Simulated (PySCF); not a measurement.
**Cr (chromium, neutral) across methods**

[Ar] 3d5 4s1, high-spin 7S determinant. Calculation: PySCF 2.14, in aug-cc-pVTZ; the non-relativistic Hamiltonian (point nucleus). The B2PLYP total includes its PT2 part (frozen core); its orbital energies are those of the SCF part.

```tsv
method	E (hartree)	mean ε 3p β (eV)	mean ε 4s α (eV)	mean ε 3d α (eV)	Σ⟨r²⟩ (bohr²)	⟨S²⟩
revPBE	-1044.359	-41.538	-4.327	-3.782	37.68	12.000
PBE0	-1044.249	-43.932	-4.857	-5.415	37.18	12.000
M06-2X	-1044.387	-46.588	-5.080	-7.113	37.63	12.000
LC-wPBE	-1044.262	-46.512	-6.718	-8.097	37.03	12.000
r2SCAN	-1044.436	-42.068	-4.610	-3.976	36.93	12.000
PBE	-1044.223	-41.563	-4.374	-3.828	37.66	12.000
UHF	-1043.35593	-50.066	-6.043	-10.167	37.69	12.000
LDA	-1042.205	-41.642	-4.541	-3.995	37.30	12.000
```

Problem. Estimate the same row for B2PLYP.

Solution. E (hartree) = -1044.178; mean ε 3p β (eV) = -46.257; mean ε 4s α (eV) = -5.196; mean ε 3d α (eV) = -6.985; Σ⟨r²⟩ (bohr²) = 37.29; ⟨S²⟩ = 12.000.
